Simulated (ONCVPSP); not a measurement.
**Transferability test, ONCV potential for silicon**

silicon (Si), optimised norm-conserving Vanderbilt (ONCV), made with ONCVPSP 4.0.1 (PBE, scalar-relativistic). Core [Ne], reference 3s2 (charge +2). Waves: 3s: rc 1.85 bohr, ncon 4, nbas 8, qcut 4.5 1/bohr, 2 projectors, debl 0.4 Ha; p scattering state at 0.41 Ha: rc 1.65 bohr, ncon 4, nbas 8, qcut 4.1 1/bohr, local. Local part: the p channel. Core correction: Teter function, fcfact 4, rcfact 1.7.

In the s channel the program set the typed energies aside and used -1.049, 0.250 Ha. In the p channel the program set the typed energies aside and used 0.050 Ha.

Energies are relative to the spin-unpolarised reference configuration 3s2; without spin polarisation the order of configurations can differ from experiment.

| valence configuration | charge | ΔE all-electron (eV) | error AE − PS (meV) |
| --- | --- | --- | --- |
| 3s2 3p1 | +1 | -15.993 | +64 |
| 3s1 | +3 | 33.972 | -109 |
| 3s1 3p2 | +1 | -8.562 | +162 |

(1) What are ΔE and the potential's error for 3s2 3p2?

Levels in the configuration 3s2 3p1:

```tsv
level	all-electron (eV)	pseudo (eV)
3s	-19.034	-18.959
3p	-11.656	-11.690
```

## Answers

(1) ΔE = -23.733 eV all-electron; the error (AE − PS) is +85 meV.
